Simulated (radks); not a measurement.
The nuclear charge of the titanium ion Ti2+ is varied continuously with 20 electrons held in [Ar] 3d2. Method: non-relativistic Kohn-Sham, r2SCAN, spin-unpolarised, spherical densities, point nucleus; meta-GGA in the generalised Kohn-Sham scheme; computed with a radial shooting solver on a logarithmic mesh with Libxc functionals. By the Hellmann-Feynman theorem dE/dZ = E(electron-nucleus)/Z, the electronic potential at the nucleus.

[
 {"Z": "21", "E (hartree)": "-760.27512", "E(electron-nucleus)/Z (hartree)": "-85.5978", "HOMO": "3d", "e(HOMO) (eV)": "-6.629", "<r> HOMO (bohr)": "1.971"},
 {"Z": "21.1", "E (hartree)": "-768.86120", "E(electron-nucleus)/Z (hartree)": "-86.1235", "HOMO": "3d", "e(HOMO) (eV)": "-7.636", "<r> HOMO (bohr)": "1.883"},
 {"Z": "21.2", "E (hartree)": "-777.49979", "E(electron-nucleus)/Z (hartree)": "-86.6480", "HOMO": "3d", "e(HOMO) (eV)": "-8.710", "<r> HOMO (bohr)": "1.806"},
 {"Z": "21.3", "E (hartree)": "-786.19077", "E(electron-nucleus)/Z (hartree)": "-87.1714", "HOMO": "3d", "e(HOMO) (eV)": "-9.847", "<r> HOMO (bohr)": "1.739"},
 {"Z": "21.4", "E (hartree)": "-794.93404", "E(electron-nucleus)/Z (hartree)": "-87.6939", "HOMO": "3d", "e(HOMO) (eV)": "-11.045", "<r> HOMO (bohr)": "1.678"},
 {"Z": "21.5", "E (hartree)": "-803.72951", "E(electron-nucleus)/Z (hartree)": "-88.2155", "HOMO": "3d", "e(HOMO) (eV)": "-12.299", "<r> HOMO (bohr)": "1.624"},
 {"Z": "21.6", "E (hartree)": "-812.57710", "E(electron-nucleus)/Z (hartree)": "-88.7363", "HOMO": "3d", "e(HOMO) (eV)": "-13.607", "<r> HOMO (bohr)": "1.575"},
 {"Z": "21.7", "E (hartree)": "-821.47675", "E(electron-nucleus)/Z (hartree)": "-89.2566", "HOMO": "3d", "e(HOMO) (eV)": "-14.967", "<r> HOMO (bohr)": "1.531"},
 {"Z": "21.8", "E (hartree)": "-830.42840", "E(electron-nucleus)/Z (hartree)": "-89.7762", "HOMO": "3d", "e(HOMO) (eV)": "-16.376", "<r> HOMO (bohr)": "1.490"},
 {"Z": "21.9", "E (hartree)": "-839.43198", "E(electron-nucleus)/Z (hartree)": "-90.2954", "HOMO": "3d", "e(HOMO) (eV)": "-17.834", "<r> HOMO (bohr)": "1.453"},
 {"Z": "22", "E (hartree)": "-848.48745", "E(electron-nucleus)/Z (hartree)": "-90.8140", "HOMO": "3d", "e(HOMO) (eV)": "-19.337", "<r> HOMO (bohr)": "1.418"},
 {"Z": "22.1", "E (hartree)": "-857.59478", "E(electron-nucleus)/Z (hartree)": "-91.3323", "HOMO": "3d", "e(HOMO) (eV)": "-20.886", "<r> HOMO (bohr)": "1.386"},
 {"Z": "22.2", "E (hartree)": "-866.75391", "E(electron-nucleus)/Z (hartree)": "-91.8502", "HOMO": "3d", "e(HOMO) (eV)": "-22.478", "<r> HOMO (bohr)": "1.356"},
 {"Z": "22.3", "E (hartree)": "-875.96481", "E(electron-nucleus)/Z (hartree)": "-92.3678", "HOMO": "3d", "e(HOMO) (eV)": "-24.113", "<r> HOMO (bohr)": "1.328"},
 {"Z": "22.4", "E (hartree)": "-885.22746", "E(electron-nucleus)/Z (hartree)": "-92.8851", "HOMO": "3d", "e(HOMO) (eV)": "-25.790", "<r> HOMO (bohr)": "1.302"},
 {"Z": "22.5", "E (hartree)": "-894.54182", "E(electron-nucleus)/Z (hartree)": "-93.4021", "HOMO": "3d", "e(HOMO) (eV)": "-27.508", "<r> HOMO (bohr)": "1.277"},
 {"Z": "22.6", "E (hartree)": "-903.90786", "E(electron-nucleus)/Z (hartree)": "-93.9188", "HOMO": "3d", "e(HOMO) (eV)": "-29.266", "<r> HOMO (bohr)": "1.253"},
 {"Z": "22.7", "E (hartree)": "-913.32557", "E(electron-nucleus)/Z (hartree)": "-94.4353", "HOMO": "3d", "e(HOMO) (eV)": "-31.063", "<r> HOMO (bohr)": "1.231"},
 {"Z": "22.8", "E (hartree)": "-922.79492", "E(electron-nucleus)/Z (hartree)": "-94.9516", "HOMO": "3d", "e(HOMO) (eV)": "-32.899", "<r> HOMO (bohr)": "1.210"},
 {"Z": "22.9", "E (hartree)": "-932.31588", "E(electron-nucleus)/Z (hartree)": "-95.4677", "HOMO": "3d", "e(HOMO) (eV)": "-34.773", "<r> HOMO (bohr)": "1.189"},
 {"Z": "23", "E (hartree)": "-941.88844", "E(electron-nucleus)/Z (hartree)": "-95.9835", "HOMO": "3d", "e(HOMO) (eV)": "-36.686", "<r> HOMO (bohr)": "1.170"}
]

The central difference of E at Z = 22 is -90.814 hartree, to compare with the third column; the second derivative is -5.18 hartree.
